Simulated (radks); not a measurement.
Valence configurations of In I (all share [Kr]). All-electron calculation, Dirac Kohn-Sham, PBE, spin-unpolarised, spherical densities, finite nucleus; open shells are shared between the two j in proportion to 2j + 1; Fermi nuclear charge, rms radius 4.6156 fm. Program: a radial shooting solver on a logarithmic mesh with Libxc functionals. Energies are relative to 4d10 5s2 5p1; eigenvalues in eV.

valence           E (eV)  e(4d3/2)  e(4d5/2)  e(5p1/2)  e(5p3/2)  e(5s1/2)
4d10 5s2 5p1       0.000   -19.131   -18.271    -2.726    -2.427    -8.207
4d10 5s1.5 5p1.5   2.878   -19.961   -19.099    -3.103    -2.782    -8.720
4d10 5s1 5p2       5.828   -20.746   -19.881    -3.453    -3.113    -9.193
4d9.5 5s2 5p1.5    8.594   -21.941   -21.055    -3.360    -3.002    -9.262
4d9.5 5s1.5 5p2   11.698   -22.709   -21.821    -3.705    -3.327    -9.724
4d10 5p3          11.920   -22.210   -21.340    -4.091    -3.716         -
4d9.5 5s0.5 5p3   18.088   -24.148   -23.255    -4.337    -3.924   -10.567
4d9 5s2 5p2       18.287   -24.718   -23.806    -3.964    -3.549   -10.257
4d8.5 5s1.5 5p3   32.594   -28.161   -27.221    -4.849    -4.360   -11.605
4d8 5s2 5p3       40.971   -30.227   -29.263    -5.115    -4.586   -12.126

NIST lists [Kr] 4d10 5s2 5p1 as the ground configuration; this level of theory agrees among the configurations tried. The energies are those of spherical spin-averaged densities, not of single terms.
